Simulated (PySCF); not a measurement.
Molecule: `InChI=1S/C7H9N/c1-2-7-5-3-4-6-8-7/h1H,3-6H2`.

Bonds (- single, = double, # triple, : aromatic): C1#C2, C2-C3, C3=N4, N4-C5, C5-C6, C6-C7, C7-C8, C8-C3. C1 carries H9; C5 carries H10, H11; C6 carries H12, H13; C7 carries H14, H15; C8 carries H16, H17.

Frames of a GFN2-xTB Langevin trajectory at 600 K; GIAO PBE0/pcSseg-1 shieldings in PySCF 2.14.0 with density-fitted response routines, gas phase, non-relativistic; equivalent atoms averaged within each frame.

Shifts are taken against calculated references (same method and geometry level): 13C (σ = 186.93 ppm), 1H (σ = 31.72 ppm) against TMS; 15N (σ = 267.73 ppm) vs NH3. The references are static minima.

Problem. How do the shifts (ppm) fluctuate along the trajectory?

Solution. 
```csv
time (fs),C3,C2,C1,C5,C8,C6,C7,N4,H10/H11,H16/H17
250,146.5,95.8,81.6,65.7,36.3,31.3,30.6,397.6,5.11,2.55
425,143.9,94.4,78.2,48.9,32.6,24.2,26.9,375.9,3.92,2.25
625,160.3,91.2,79.6,62.3,51.1,51.3,32.7,418.7,4.29,3.65
800,164.5,93.6,87.8,51.0,31.6,26.3,30.2,380.7,4.55,2.01
1000,177.9,94.1,82.4,71.4,39.5,36.8,29.0,481.7,5.03,2.80
mean of frames,158.6,93.8,81.9,59.9,38.2,34.0,29.9,410.9,4.58,2.65
standard deviation,13.9,1.7,3.7,9.6,7.8,10.8,2.1,43.0,0.50,0.63
```

5 frames give an uncertainty of the mean of about the standard deviation over 2.2 at best, since frames this close in time may not be independent; classical motion lacks zero-point vibration, and the reference would need the same averaging.
